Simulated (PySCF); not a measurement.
Computed IR spectrum (relative IR intensity) of a molecule C6H6O. Coordinates come from a PBE0-D3(BJ)/def2-SVP optimisation. The values are those of a single conformer. All values below come from PBE0-D3(BJ)/def2-SVP run with PySCF 2.14.0. No scaling factor is applied to the harmonic values.

Lines under 2 % of the strongest are left out, and lines within 2 cm⁻¹ are merged.

ν (cm⁻¹): 176 (w), 253 (vw), 365 (w), 398 (m), 757 (vs), 769 (m), 778 (vw), 846 (w), 913 (vw), 951 (w), 1011 (m), 1118 (s), 1228 (w), 1279 (s), 1422 (w), 1459 (w), 1680 (w), 1705 (m), 1733 (m), 3182 (w), 3188 (w), 3203 (m), 3210 (m) (against the strongest line: vs over 80 %, s over 45 %, m over 15 %, w over 4 %, vw less)

**Question.** Identify the compound among the candidates.
(A) C=C1C=CC=CO1
(B) C1=CC=COC=C1
(C) C#CCC1=CCO1
(D) C=c1ccc(=C)o1

**Answer.** B, C1=CC=COC=C1
